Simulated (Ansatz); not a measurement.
`C[SiH](Cl)[SbH2]` and `C[SiH]([AlH2])Cl` differ in one atom or group.

Ansatz, PBE0-D4/def2-TZVP geometries, multiplicity 1. 

Elements past krypton have def2 core potentials.

| property | `C[SiH](Cl)[SbH2]` |
| --- | --- |
| LUMO energy (ωB97M-V/def2-TZVPP) / eV | 1.18 |
| HOMO energy (ωB97M-V/def2-TZVPP) / eV | -9.17 |
| LUMO energy (B3LYP/def2-TZVPP) / eV | -0.66 |
| HOMO–LUMO gap (B3LYP/def2-TZVPP) / eV | 6.36 |
| size of the dipole moment (ωB97M-V/def2-TZVPP) / D | 1.54 |
| HOMO energy (PBE/def2-TZVPP) / eV | -6.20 |

Question: What does the change do to each property? (Best estimate.)

Answer: The calculation gave: 
| property | `C[SiH]([AlH2])Cl` | shift |
| --- | --- | --- |
| LUMO energy (ωB97M-V/def2-TZVPP) / eV | -0.59 | -1.77 |
| HOMO energy (ωB97M-V/def2-TZVPP) / eV | -9.31 | -0.14 |
| LUMO energy (B3LYP/def2-TZVPP) / eV | -2.40 | -1.74 |
| HOMO–LUMO gap (B3LYP/def2-TZVPP) / eV | 4.73 | -1.63 |
| size of the dipole moment (ωB97M-V/def2-TZVPP) / D | 1.80 | 0.26 |
| HOMO energy (PBE/def2-TZVPP) / eV | -6.21 | -0.01 |

With PBE0 the HOMO falls by 0.12 eV and the LUMO falls by 1.78 eV, so the gap narrows by about 1.66 eV. PBE moves the HOMO by -0.01 eV and ωB97M-V by -0.14 eV. Dipoles are sizes alone; their direction can turn.

B3LYP here is the variant with VWN-RPA as its local correlation; programs differ in this.

Spin–orbit coupling is left out; it splits and shifts lone-pair levels of the heavy atoms by tenths of an eV.
